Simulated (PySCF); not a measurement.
# SMILES CN(C)C1=C/C=C\C=C/C=C\1, C₁₀H₁₃N

Cartesian coordinates in Å; atom numbers follow the order of the lines, from 1:
```xyz
24

C    -2.3383   -1.0627    0.5872
N    -1.8217    0.0645   -0.1523
C    -2.5373    1.2918    0.0561
C    -0.4593    0.1213   -0.4237
C     0.2281    1.2903   -0.4985
C     1.6184    1.4809   -0.9057
C     2.7260    0.8959   -0.4092
C     2.7941   -0.0996    0.6604
C     2.1092   -1.2528    0.7320
C     1.2170   -1.7732   -0.3103
C     0.1291   -1.1819   -0.8179
H    -3.4065   -1.2049    0.3604
H    -2.2337   -0.9343    1.6842
H    -1.8030   -1.9802    0.3123
H    -3.6133    1.0749    0.1201
H    -2.2390    1.8202    0.9854
H    -2.3778    1.9785   -0.7890
H    -0.3152    2.2212   -0.3116
H     1.7835    2.2877   -1.6328
H     3.6934    1.2628   -0.7737
H     3.5271    0.1043    1.4517
H     2.3152   -1.9261    1.5735
H     1.4717   -2.7706   -0.6932
H    -0.4376   -1.7160   -1.5909
```

Method used: PySCF, quadratic response CAM-B3LYP/def2-SVPD first hyperpolarisability, Taylor convention, gas phase. Geometry: PBE0-D3(BJ)/def2-SVP.

(1) Give the tensor of the static β(0;0,0) in the axes of these coordinates.

## Answers

(1) In au, Taylor convention; rows are the first index (the induced dipole):
|  | xx | yy | zz | xy | xz | yz |
| --- | --- | --- | --- | --- | --- | --- |
| x | -530.2 | +27.7 | -6.7 | -56.7 | +50.3 | +33.6 |
| y | -56.7 | +34.1 | +6.6 | +27.7 | +33.6 | -11.2 |
| z | +50.3 | -11.2 | -93.7 | +33.6 | -6.7 | +6.6 |

Norm of βᵢ = ⅓ Σⱼ (βᵢⱼⱼ + βⱼᵢⱼ + βⱼⱼᵢ): 512.4 au, hyper-Rayleigh value 224.2 au.
